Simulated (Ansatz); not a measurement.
Mo(NH)(S)(Cl)(SH) (ClH₂MoNS₂), SMILES [S]=[Mo](=[NH])([SH])[Cl], multiplicity 1.

Geometry: PBE0-D3(BJ)/def2-SVP. The spin state was assumed, not searched. The structure was generated by enumeration; whether it is a known compound was not checked. The def2 effective core potentials stand for the cores of Mo; spin–orbit coupling is left out. Other conformers were not sampled.

Two levels are set side by side: PBE/def2-SVPD (Ansatz, a first-principles code) and CAM-B3LYP/def2-SVPD (Ansatz). Energy differences of separate SCF runs at the same geometry; the states with an electron removed or added have multiplicity 2 and 2. Differences are taken from unrounded values.

| quantity | PBE |
|---|---|
| vertical ionisation energy (eV) | 9.40 |
| vertical electron affinity (eV) | 1.42 |
| vertical singlet–triplet gap (eV) | 2.72 |

These are the PBE values. What does CAM-B3LYP give? (An estimate is asked for; the answer gives what the named calculation found.)


```csv
quantity,CAM-B3LYP,PBE minus CAM-B3LYP
vertical ionisation energy (eV),9.74,-0.34
vertical electron affinity (eV),2.00,-0.58
vertical singlet–triplet gap (eV),2.50,0.22
```
